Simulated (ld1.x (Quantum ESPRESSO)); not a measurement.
## tantalum: variants of one ultrasoft potential

Base potential:

ld1.x (Quantum ESPRESSO) 7.5 input, shortened:

```
&input
   title='Ta', zed=73., rel=1, dft='PBE', iswitch=3,
   config='[Xe] 4f14 5d4 6s1 6p0'
 /
 &inputp
   pseudotype=3, tm=.true., lloc=-2, rcloc=2.60,
   nlcc=.false.,
   which_augfun='PSQ', rmatch_augfun_nc=.true.
 /
6
5S  1  0   2.00   0.00  1.50  1.85  0.0
6S  2  0   1.00   0.00  1.50  1.85  0.0
5P  2  1   6.00   0.00  1.95  2.75  0.0
6P  3  1   0.00   0.00  1.95  2.75  0.0
5D  3  2   4.00   0.00  1.55  1.75  0.0
5D  3  2   0.00   0.45  1.55  1.75  0.0
 &test
   configts(1)='5s2 5p6 5d4 6s1 6p0'
 /
```

Cutoffs, loose and tight: the cutoffs (Ry, on a coarse ladder) from which the occupation-weighted sum of valence levels, in a spherical-Bessel basis at the reference potential, stays within 10 and 1 mRy of its value at 400 Ry. They do not see the model core or the augmentation charge, which bear on the density cutoff. Test errors are all-electron minus pseudo excitation energies from the reference, over the configurations 5s2 5p6 5d3 6s2 6p0; 5s2 5p6 5d3 6s1 6p0; 5s2 5p6 5d3 6s0 6p0; 5s2 5p6 5d2 6s2 6p1; 5s2 5p6 5d2 6s0 6p0; 5s1 5p6 5d3 6s2 6p0; 5s2 5p6 5d3 6s0 6p1. A dash means not determined; rows that change the core or the reference have their own tests.

| change | outcome | cutoff, loose | cutoff, tight | bound ghosts | largest test error (meV) |
| --- | --- | --- | --- | --- | --- |
| base | generated | 30 Ry | 45 Ry | none | -587 |
| core correction a·sin(br)/r model core inside 0.82 bohr | generated | 30 Ry | 45 Ry | none | -735 |
| core correction a·sin(br)/r model core inside 0.96 bohr | generated | 30 Ry | 45 Ry | none | -724 |
| core correction a·sin(br)/r model core inside 1.20 bohr | generated | 30 Ry | 45 Ry | none | -692 |
| core correction a·sin(br)/r model core inside 1.40 bohr | generated | 30 Ry | 45 Ry | none | -661 |
| core correction a·sin(br)/r model core inside 1.70 bohr | generated | 30 Ry | 45 Ry | none | -623 |
| core correction a·sin(br)/r model core inside 1.90 bohr | generated | 30 Ry | 45 Ry | none | -606 |
| core correction a·sin(br)/r model core inside 2.04 bohr | generated | 30 Ry | 45 Ry | none | -599 |
